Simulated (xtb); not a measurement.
C2H2Cl (SMILES C=[C]Cl), doublet, at a GFN2-xTB geometry, atoms displaced at random by about 0.02 Å a coordinate. Base run: GFN2-xTB run with xtb.

Here is a job for xtb.
```
$ xtb mol.xyz --gfn 2 --uhf 1 --opt --json

# file mol.xyz
5

C      0.12556147     0.71204998    -0.02537364
C      1.33545257     1.06864363    -0.00837935
Cl    -0.73067461    -0.74883883     0.02913519
H      2.16091737     0.37359537    -0.04819830
H      1.58412216     2.10117527     0.02777179
```

The base run was repeated with changes; each row names its change, and settings that it needs were set with it.

```csv
change,ΔE vs base (µEh),optimiser steps
base,0.0,6
opt level = sloppy,3.3,5
opt level = extreme,-1.3,9
alpb = acetone,-4946,6
opt level = lax,3.3,5
alpb = cs2,-4642,6
engine = lbfgs,0.1,-
opt level = tight,-1.3,8
opt level = loose,3.3,5
opt level = vtight,-1.3,9
```
